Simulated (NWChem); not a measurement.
System: C₄H₇ cation

The following NWChem deck was run.

```
start job
memory heap 200 mb stack 900 mb global 1100 mb
charge 1
geometry units angstroms noautoz
  C     -1.155227     0.811062     0.001403
  C     -0.000405     0.037485    -0.003121
  C      1.175438     0.779168     0.002956
  C     -0.017581    -1.460307    -0.006078
  H     -2.152584     0.354495     0.033561
  H     -1.108810     1.906016    -0.019184
  H      2.160060     0.295429     0.036401
  H      1.159353     1.875026    -0.017656
  H     -0.955791    -1.852671     0.407325
  H      0.077280    -1.834051    -1.038448
  H      0.819667    -1.870404     0.574800
end
basis spherical
  C library def2-svp
  H library def2-svp
end
dft
  xc mn15-l
  iterations 150
  mulliken
end
task dft energy
```

Excerpt of the output:

```
             Northwest Computational Chemistry Package (NWChem) 7.3.0
             --------------------------------------------------------

 C1  symmetry detected

                             Geometry "geometry" -> ""
                             -------------------------

 Output coordinates in angstroms (scale by  1.889725989 to convert to a.u.)

  No.       Tag          Charge          X              Y              Z
 ---- ---------------- ---------- -------------- -------------- --------------
    1 C                    6.0000    -1.16125925     0.80695312     0.00140913
    2 C                    6.0000    -0.00109754     0.04139995    -0.00156288
    3 C                    6.0000     1.16957153     0.79124169     0.00137965
    4 C                    6.0000    -0.00787592    -1.45647718     0.00010992
    5 H                    1.0000    -2.15539949     0.34357606     0.03569374
    6 H                    1.0000    -1.12246013     1.90213413    -0.02258677
    7 H                    1.0000     2.15755159     0.31445406     0.03560568
    8 H                    1.0000     1.14586388     1.88689278    -0.02259896
    9 H                    1.0000    -0.94304959    -1.85406538     0.41539704
   10 H                    1.0000     0.08885530    -1.83273966    -1.03117113
   11 H                    1.0000     0.83260550    -1.85895751     0.58164547

 Effective nuclear repulsion energy (a.u.)     112.4624980674

                                 NWChem DFT Module
                                 -----------------

 Summary of "ao basis" -> "ao basis" (spherical)
 ------------------------------------------------------------------------------
       Tag                 Description            Shells   Functions and Types
 ---------------- ------------------------------  ------  ---------------------
 C                          def2-svp                 6       14   3s2p1d
 H                          def2-svp                 3        5   2s1p

            General Information
            -------------------
          SCF calculation type: DFT
          Wavefunction type:  closed shell.
          No. of atoms     :    11
          No. of electrons :    30
           Alpha electrons :    15
            Beta electrons :    15
          Charge           :     1
          Spin multiplicity:     1
          Use of symmetry is: off; symmetry adaption is: off
          Maximum number of iterations: 150
          AO basis - number of functions:    91
                     number of shells:    45
          Convergence on energy requested:  1.00D-06
          Convergence on density requested:  1.00D-05
          Convergence on gradient requested:  5.00D-04

              XC Information
              --------------
                       MN15-L Method XC Functional
                        MN15-L Exchange Functional  1.000
                      MN15-L Correlation Potential  1.000

             Grid Information
             ----------------
          Grid used for XC integration:  medium
          Radial quadrature: Mura-Knowles
          Angular quadrature: Lebedev.
          Tag              B.-S. Rad. Rad. Pts. Rad. Cut. Ang. Pts.
          ---              ---------- --------- --------- ---------
          C                   0.70       49          10.0       434
          H                   0.35       45          11.0       434
          Grid pruning is: on
          Number of quadrature shells:   511
          Spatial weights used:  Erf1

      Superposition of Atomic Density Guess
      -------------------------------------

 Sum of atomic energies:        -153.99419517

 Renormalizing density from      31.00 to     30

      Non-variational initial energy
      ------------------------------

 Total energy =    -152.846043
 1-e energy   =    -413.361511
 2-e energy   =     148.052970
 HOMO         =      -0.668065
 LUMO         =      -0.460672

     ---------------------------------------------
      Total Density - Mulliken Population Analysis
     ---------------------------------------------

    Atom       Charge   Shell Charges
 -----------   ------   -------------------------------------------------------
    1 C    6     5.80   1.99  1.05  0.27  1.84  0.63  0.03
    2 C    6     6.52   1.99  1.06  0.16  2.17  1.09  0.05
    3 C    6     5.80   1.99  1.05  0.27  1.83  0.63  0.03
    4 C    6     6.37   1.99  1.03  0.10  2.32  0.90  0.02
    5 H    1     0.79   0.63  0.14  0.02
    6 H    1     0.78   0.62  0.14  0.02
    7 H    1     0.79   0.62  0.14  0.02
    8 H    1     0.78   0.62  0.14  0.02
    9 H    1     0.79   0.63  0.14  0.03
   10 H    1     0.77   0.62  0.13  0.03
   11 H    1     0.79   0.63  0.14  0.03

   convergence    iter        energy       DeltaE   RMS-Dens  Diis-err
 ---------------- ----- ----------------- --------- --------- ---------
 d= 0,ls=0.0,diis     1   -155.8946242776 -2.68D+02  1.37D-02  8.08D-01
 d= 0,ls=0.0,diis     2   -155.8643247048  3.03D-02  9.87D-03  8.35D-01
 d= 0,ls=0.0,diis     3   -155.9798597615 -1.16D-01  1.62D-03  3.70D-02
 d= 0,ls=0.0,diis     4   -155.9842624928 -4.40D-03  5.27D-04  3.44D-03
 d= 0,ls=0.0,diis     5   -155.9846174355 -3.55D-04  2.61D-04  6.88D-04
  Resetting Diis
 d= 0,ls=0.0,diis     6   -155.9847250550 -1.08D-04  6.92D-05  7.17D-05
 d= 0,ls=0.0,diis     7   -155.9847369334 -1.19D-05  2.41D-05  1.84D-06
 d= 0,ls=0.0,diis     8   -155.9847368002  1.33D-07  1.59D-05  2.62D-06
 d= 0,ls=0.0,diis     9   -155.9847370915 -2.91D-07  5.64D-06  4.63D-07

         Total DFT energy =     -155.984737091542
      One electron energy =     -422.944972414007
           Coulomb energy =      178.133716668648
    Exchange-Corr. energy =      -23.635979413606
 Nuclear repulsion energy =      112.462498067423

 Numeric. integr. density =       29.999984688370

                       DFT Final Molecular Orbital Analysis
                       ------------------------------------

 Vector   13  Occ=2.000000D+00  E=-5.691429D-01
              MO Center= -5.5D-03, -3.1D-01, -1.6D-02, r^2= 2.9D+00
   Bfn.  Coefficient  Atom+Function         Bfn.  Coefficient  Atom+Function
  ----- ------------  ---------------      ----- ------------  ---------------
    47     -0.359033   4 C  py               19      0.353953   2 C  py
    22      0.218814   2 C  py               33     -0.192948   3 C  py
     5     -0.190078   1 C  py               72     -0.174197   8 H  s
    62     -0.172662   6 H  s                82      0.132261  10 H  s
    50     -0.128418   4 C  py               77      0.112910   9 H  s

 Vector   14  Occ=2.000000D+00  E=-5.491169D-01
              MO Center= -6.6D-02, -1.4D+00,  2.0D-01, r^2= 1.9D+00
   Bfn.  Coefficient  Atom+Function         Bfn.  Coefficient  Atom+Function
  ----- ------------  ---------------      ----- ------------  ---------------
    46      0.410441   4 C  px               77     -0.319261   9 H  s
    87      0.290164  11 H  s                49      0.207496   4 C  px
    18     -0.124179   2 C  px                5     -0.113115   1 C  py
    78     -0.108243   9 H  s                33      0.103287   3 C  py
    88      0.098963  11 H  s                31     -0.097134   3 C  s

 Vector   15  Occ=2.000000D+00  E=-5.086292D-01
              MO Center=  2.2D-02, -3.3D-01, -1.0D-01, r^2= 2.9D+00
   Bfn.  Coefficient  Atom+Function         Bfn.  Coefficient  Atom+Function
  ----- ------------  ---------------      ----- ------------  ---------------
    48     -0.274275   4 C  pz                6      0.262936   1 C  pz
    20      0.263305   2 C  pz               34      0.261208   3 C  pz
    82      0.254961  10 H  s                23      0.180494   2 C  pz
    51     -0.180847   4 C  pz                9      0.173726   1 C  pz
    37      0.170955   3 C  pz               87     -0.146642  11 H  s

 Vector   16  Occ=0.000000D+00  E=-3.879030D-01
              MO Center=  1.2D-02,  7.9D-01,  5.8D-04, r^2= 2.6D+00
   Bfn.  Coefficient  Atom+Function         Bfn.  Coefficient  Atom+Function
  ----- ------------  ---------------      ----- ------------  ---------------
    34     -0.439287   3 C  pz                6      0.436169   1 C  pz
    37     -0.391470   3 C  pz                9      0.389171   1 C  pz
    27      0.043179   2 C  d  1             49      0.040282   4 C  px
    88     -0.030677  11 H  s                78      0.025095   9 H  s

 Vector   17  Occ=0.000000D+00  E=-2.072633D-01
              MO Center=  4.4D-03,  2.5D-01, -3.0D-02, r^2= 2.9D+00
   Bfn.  Coefficient  Atom+Function         Bfn.  Coefficient  Atom+Function
  ----- ------------  ---------------      ----- ------------  ---------------
    23      0.729882   2 C  pz               20      0.498061   2 C  pz
     9     -0.481554   1 C  pz               37     -0.476754   3 C  pz
     6     -0.283741   1 C  pz               34     -0.276879   3 C  pz
    83      0.265091  10 H  s                88     -0.160701  11 H  s
    82      0.153826  10 H  s                78     -0.115996   9 H  s

 Vector   18  Occ=0.000000D+00  E=-1.243135D-01
              MO Center=  2.5D-03,  1.2D+00,  1.9D-02, r^2= 6.4D+00
   Bfn.  Coefficient  Atom+Function         Bfn.  Coefficient  Atom+Function
  ----- ------------  ---------------      ----- ------------  ---------------
    73      1.003595   8 H  s                63      0.979963   6 H  s
     3     -0.804016   1 C  s                31     -0.807908   3 C  s
    45     -0.801296   4 C  s                58      0.592778   5 H  s
    68      0.593628   7 H  s                17     -0.503303   2 C  s
    36     -0.447130   3 C  py                8     -0.439122   1 C  py

     ---------------------------------------------
      Total Density - Mulliken Population Analysis
     ---------------------------------------------

[...]
```

Level: MN15-L/def2-SVP. Coordinates come from a PBE0/def2-SVP optimisation.
